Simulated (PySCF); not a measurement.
Screening by computed properties: pick the candidate that meets the target.

Species are written as SMILES; each is one conformer at its optimised geometry, gas phase, non-relativistic unless stated. Electronic properties by PySCF.

The conformers computed, where there is a choice (atom-mapped SMILES and torsion angles):
- `[NH2:1][SiH2:2][CH2:3][SiH3:4]`: N1–Si2–C3–Si4 53°, H–N1–Si2–C3 41°, H–N1–Si2–C3 179°
- `[CH3:1][NH:2][C:3](=[O:4])[CH2:5][CH:6]([F:7])[F:8]`: C1–N2–C3–O4 -3°, N2–C3–C5–C6 -80°, C3–C5–C6–F7 65°
- `[CH:1]#[C:2][SiH2:3][S:4][CH:5]=[CH2:6]`: C2–Si3–S4–C5 -66°, Si3–S4–C5–C6 9°
- `[CH3:1][CH2:2][C:3]1=[CH:4][C@H:5]([Cl:6])[CH2:7]1`: C1–C2–C3–C4 120°

Question: Wanted: lowest singlet excitation below 5.9 eV (TDDFT PBE0/def2-SVPD) and HOMO energy below -7.5 eV (PBE0/def2-SVPD), at GFN2-xTB geometries. Which candidate meets both?
A. `C#C[SiH2]SC=C` (C4H6SSi)
B. `CF` (CH3F)
C. `Cc1ncon1` (C3H4N2O)
D. `CNC(=O)CC(F)F` (C4H7F2NO)
E. `N[SiH2]C[SiH3]` (CH9NSi2)

Answer: D. Computed values:
```
                 species  lowest singlet excitation  HOMO energy
 C#C[SiH2]SC=C (C4H6SSi)                    4.79 eV     -6.63 eV
CNC(=O)CC(F)F (C4H7F2NO)                    5.79 eV     -7.70 eV
      Cc1ncon1 (C3H4N2O)                    6.02 eV     -8.49 eV
N[SiH2]C[SiH3] (CH9NSi2)                    6.34 eV     -7.37 eV
               CF (CH3F)                    9.31 eV     -9.90 eV
```

Question: Wanted: HOMO–LUMO gap above 10 eV (PBE0/def2-SVPD) and lowest triplet excitation (Tamm–Dancoff) above 5 eV (TDA PBE0/def2-SVPD), at GFN2-xTB geometries. Which candidate meets both?
A. `C(=O)(NC)CC(F)F` (C4H7F2NO)
B. `C#C[SiH2]SC=C` (C4H6SSi)
C. `CF` (CH3F)
D. `[SiH3]C[SiH2]N` (CH9NSi2)
E. `C(C)C1=C[C@H](Cl)C1` (C6H9Cl)

Answer: C. Computed values:
| species | HOMO–LUMO gap | lowest triplet excitation (Tamm–Dancoff) |
| --- | --- | --- |
| C#C[SiH2]SC=C (C4H6SSi) | 5.95 eV | 3.89 eV |
| C(C)C1=C[C@H](Cl)C1 (C6H9Cl) | 7.27 eV | 4.30 eV |
| [SiH3]C[SiH2]N (CH9NSi2) | 7.73 eV | 6.00 eV |
| C(=O)(NC)CC(F)F (C4H7F2NO) | 7.91 eV | 5.24 eV |
| CF (CH3F) | 10.79 eV | 8.98 eV |

Question: Wanted: electronic spatial extent ⟨r²⟩ about the centre of nuclear charge between 800 bohr² and 1000 bohr² (PBE0/def2-SVPD) and static isotropic polarisability above 87 au (PBE0/def2-SVPD), at GFN2-xTB geometries. Which candidate meets both?
A. `CCC1=C[C@H](Cl)C1` (C6H9Cl)
B. `CC1=NOC=N1` (C3H4N2O)
C. `N[SiH2]C[SiH3]` (CH9NSi2)
D. `C#C[SiH2]SC=C` (C4H6SSi)
E. `CNC(=O)CC(F)F` (C4H7F2NO)
F. `C1C[SiH2][SiH2]C1` (C3H10Si2)
G. `CF` (CH3F)

Answer: D. Computed values:
```
                     species  electronic spatial extent ⟨r²⟩ about the centre of nuclear charge  static isotropic polarisability
                   CF (CH3F)                                                           75 bohr²                          16.5 au
        CC1=NOC=N1 (C3H4N2O)                                                          457 bohr²                          48.7 au
    N[SiH2]C[SiH3] (CH9NSi2)                                                          685 bohr²                          75.2 au
C1C[SiH2][SiH2]C1 (C3H10Si2)                                                          722 bohr²                          89.9 au
     C#C[SiH2]SC=C (C4H6SSi)                                                          955 bohr²                          92.5 au
    CNC(=O)CC(F)F (C4H7F2NO)                                                         1131 bohr²                          62.5 au
  CCC1=C[C@H](Cl)C1 (C6H9Cl)                                                         1177 bohr²                          84.3 au
```
